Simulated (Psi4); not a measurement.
hydrogen selenide (H₂Se), singlet, at a GFN2-xTB geometry, with bond 2-1 at 1.6 times its length. Base run: HF/6-31G* run with Psi4.

Here is a job for Psi4.
```
memory 2 GB

molecule mol {
0 1
Se   -0.002122    0.055731   -0.001401
H    -1.585231   -1.612170    0.028969
H     1.063712   -0.908138    0.030069
}

set {
  basis 6-31g*
  reference rhf
}

energy('scf')
print_variables()
```

The base run was repeated with changes; each row names its change, and settings that it needs were set with it.

```
change                               ΔE vs base (mEh)  SCF cycles  basis functions        outcome
-----------------------------------  ----------------  ----------  ---------------  -------------
base                                            0.000           9               39      converged
d_convergence = 1e-4                            0.000           7               39      converged
df_basis_scf = def2-universal-jkfit            -627.5           9               39      converged
d_convergence = 1e-10                           0.000          14               39      converged
ints_tolerance = 1e-8                           0.000           9               39      converged
diis_max_vecs = 3                               0.000          10               39      converged
basis_guess = sto-3g                            0.000           8               39      converged
damping_percentage = 50                             -           -               39  not converged
soscf = true                                    0.000           6               39      converged
scf_type = dfdirj+link                         -627.6           9               39      converged
puream = true                                   3.322           9               36      converged
guess = modhuckel                               0.000           8               39      converged
scf_type = out_of_core                         -627.6           9               39      converged
```
